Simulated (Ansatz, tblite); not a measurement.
Forces on [Cu(SH)2]- (CuH2S2⁻) at its r2SCAN-D4/def2-TZVPD geometry. Charge -1, multiplicity 1.

The xTB rows come from tblite.

GFN1-xTB (tblite), largest force 0.67 eV/Å:

```xyz
5
positions Å, forces eV/Å
Cu   -0.200    0.283   -0.085    0.026   -0.038    0.011
S    -1.971   -0.722    0.618   -0.360   -0.570   -0.011
H    -1.718   -1.912    0.037   -0.087    0.333    0.173
S     1.539    1.333   -0.801    0.638    0.177    0.128
H     2.349    1.019    0.231   -0.217    0.098   -0.302
```

GFN2-xTB (tblite), largest force 0.52 eV/Å:

```
Cu 0.010 -0.014 0.004
S -0.112 -0.500 -0.096
H -0.045 0.424 0.177
S 0.460 0.007 0.243
H -0.313 0.083 -0.329
```

PBE0-D4/def2-TZVPD (Ansatz), largest force 0.24 eV/Å:

```
Cu -0.003 0.003 -0.001
S -0.169 -0.158 0.047
H -0.017 0.046 0.026
S 0.215 0.092 -0.028
H -0.027 0.017 -0.044
```
